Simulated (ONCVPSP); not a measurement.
# What the settings do to the ONCV potential of titanium

Base potential:

titanium, optimised norm-conserving Vanderbilt (ONCV), made with ONCVPSP 4.0.1 (PBE, scalar-relativistic). Core [Ne], reference 3s2 3p6 3d2 4s2. Waves: 3s+4s: rc 1.55 bohr, ncon 4, nbas 8, qcut 8.4 1/bohr, 2 projectors; 3p: rc 1.55 bohr, ncon 3, nbas 6, qcut 8.8 1/bohr, 1 projector; 3d: rc 2.40 bohr, ncon 3, nbas 7, qcut 5.4 1/bohr, 2 projectors, debl 3.1 Ha. Local part: polynomial inside 1.10 bohr (lpopt 5, dvloc0 6 Ha). Core correction: Teter function, fcfact 4.5, rcfact 1.6.

Cutoffs, loose and tight: the cutoffs (Ha) at which the residual kinetic energy of the hardest occupied pseudo-wave falls to 1 and 0.1 mHa per electron. They do not see the model core or the augmentation charge, which bear on the density cutoff. Test errors are all-electron minus pseudo excitation energies from the reference, over the configurations 3s2 3p6 3d2 4s1; 3s2 3p6 3d2 4s0; 3s2 3p6 3d1 4s0; 3s2 3p6 3d2 4s0 4p2. A dash means not determined; rows that change the core or the reference have their own tests.

| change | outcome | cutoff, loose | cutoff, tight | bound ghosts | GHOST(+) flags above zero | largest test error (meV) |
| --- | --- | --- | --- | --- | --- | --- |
| base | generated | 23 Ha | 28 Ha | none | none | +321 |
| local potential polynomial inside 1.10 bohr (lpopt 5, dvloc0 2 Ha) | generated | 23 Ha | 28 Ha | none | none | +324 |
| local potential polynomial inside 1.50 bohr (lpopt 5, dvloc0 -1 Ha) | generated | 23 Ha | 28 Ha | none | none | +324 |
| reference 3s2 3p6 3d2 4s1.75 4p0.25; wave 3p: rc 1.55 bohr, ncon 3, nbas 6, qcut 8.8 1/bohr, 1 projector becomes 3p+4p: rc 1.55 bohr, ncon 3, nbas 6, qcut 8.8 1/bohr, 2 projectors | generated | 23 Ha | 28 Ha | none | none | -307 |
| core correction Teter function, fcfact 3.1, rcfact 1.6 | generated | 23 Ha | 28 Ha | none | none | +321 |
| s: rc 1.58 | generated | 22 Ha | 27 Ha | none | none | +321 |
| s: qcut 10.1; p: qcut 10.6; d: qcut 6.5 | generated | 28 Ha | 34 Ha | none | none | +229 |
| all radii but the core radius scaled by about 1.27 (s 1.96, p 1.96, d 3.04 bohr); local potential polynomial inside 1.40 bohr (lpopt 5, dvloc0 6 Ha) | generated | 19 Ha | 22 Ha | none | none | +525 |
| s: qcut 11 | generated | 32 Ha | 39 Ha | none | none | +321 |
| core correction Teter function, fcfact 5.75, rcfact 1.45 | generated | 23 Ha | 28 Ha | none | none | +321 |
| p: qcut 9.2 | generated | 23 Ha | 28 Ha | none | none | +321 |
| p: rc 1.34 | generated | 23 Ha | 28 Ha | none | none | +321 |
